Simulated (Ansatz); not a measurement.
Molecule: stibine, SbH₃, net charge 0, singlet state. 
Structure (B3LYP-D3(BJ)/def2-TZVP (Ansatz, a quantum-chemistry and plane-wave program) minimum search):
```
Sb
H 1 1.7138
H 1 1.7138 2 91.40
H 1 1.7138 2 91.40 3 91.44
```
Charge 0, spin multiplicity 1.

Quantity: atomisation energy (electronic, to ground-state atoms), in kcal/mol. Correlated levels leave the core frozen unless marked. UHF or UKS for open shells. Spin-orbit coupling is left out. Frozen are the shells of the preceding noble gas and the d and f shells that filled before the atom's block. Past Kr the def2 sets carry scalar-relativistic core potentials. The coupled-cluster limit lacks core correlation, which all-electron functionals hold. CBS(X,Y): correlation extrapolated as X^-3; Hartree-Fock from the larger set. The bracket is a focal-point correction in the basis named.

```json
[
 {"level": "HF/def2-SVP", "program": "Ansatz", "atomisation energy (kcal/mol)": "124.1", "rough core time": "-"},
 {"level": "HF/def2-QZVPPD", "program": "Ansatz", "atomisation energy (kcal/mol)": "128.3", "rough core time": "-"},
 {"level": "PBE-D3(BJ)/def2-TZVPD", "program": "Ansatz + dftd3", "atomisation energy (kcal/mol)": "195.1", "rough core time": "under 20 s"},
 {"level": "B97M-V/def2-TZVPD", "program": "Ansatz", "atomisation energy (kcal/mol)": "203.8", "rough core time": "under 20 s"},
 {"level": "PBE0/def2-TZVPD", "program": "Ansatz", "atomisation energy (kcal/mol)": "190.8", "rough core time": "under 20 s"},
 {"level": "BHLYP-D4/def2-TZVPD", "program": "Ansatz + dftd4", "atomisation energy (kcal/mol)": "195.3", "rough core time": "under 20 s"},
 {"level": "r2SCAN0-D4/def2-TZVPD", "program": "Ansatz + dftd4", "atomisation energy (kcal/mol)": "191.2", "rough core time": "under 20 s"},
 {"level": "CAM-B3LYP-D3(BJ)/def2-TZVPD", "program": "Ansatz + dftd3", "atomisation energy (kcal/mol)": "200.3", "rough core time": "under 20 s"},
 {"level": "LC-wPBE-D4/def2-TZVPD", "program": "Ansatz + dftd4", "atomisation energy (kcal/mol)": "189.3", "rough core time": "under 20 s"},
 {"level": "LC-wPBE/def2-TZVPD", "program": "Ansatz", "atomisation energy (kcal/mol)": "188.2", "rough core time": "under 20 s"},
 {"level": "wB97X-V/def2-TZVPD", "program": "Ansatz", "atomisation energy (kcal/mol)": "201.6", "rough core time": "under 20 s"},
 {"level": "wB97X/def2-TZVPD", "program": "Ansatz", "atomisation energy (kcal/mol)": "204.7", "rough core time": "under 20 s"},
 {"level": "B2GP-PLYP/def2-TZVPD", "program": "Ansatz", "atomisation energy (kcal/mol)": "189.4", "rough core time": "under 20 s"},
 {"level": "B2PLYP-D3(BJ)/def2-TZVPD", "program": "Ansatz + dftd3", "atomisation energy (kcal/mol)": "192.9", "rough core time": "under 20 s"},
 {"level": "B2PLYP-D4/def2-TZVPD", "program": "Ansatz + dftd4", "atomisation energy (kcal/mol)": "192.7", "rough core time": "under 20 s"},
 {"level": "RPA@PBE/def2-QZVPP", "program": "Ansatz", "atomisation energy (kcal/mol)": "192.2", "rough core time": "under 20 s"},
 {"level": "MP2/def2-QZVPP", "program": "Ansatz", "atomisation energy (kcal/mol)": "181.7", "rough core time": "-"},
 {"level": "CCSD/def2-SVPD", "program": "Ansatz", "atomisation energy (kcal/mol)": "176.6", "rough core time": "-"},
 {"level": "CCSD/CBS(def2-TZVPPD,def2-QZVPPD)", "program": "Ansatz", "atomisation energy (kcal/mol)": "193.0", "rough core time": "-"},
 {"level": "RI-MP2/CBS(def2-TZVPPD,def2-QZVPPD)+[CCSD(T)-MP2]/def2-TZVPPD", "program": "Ansatz", "atomisation energy (kcal/mol)": "195.3", "rough core time": "under 20 s"},
 {"level": "CCSD(T)/CBS(def2-TZVPPD,def2-QZVPPD)", "program": "Ansatz", "atomisation energy (kcal/mol)": "194.8", "rough core time": "28 s"}
]
```

Core times are rough, on shared machines, summed over the molecules involved; a dash marks a level read off another run, or run on other hardware, by another program or under a memory cap.
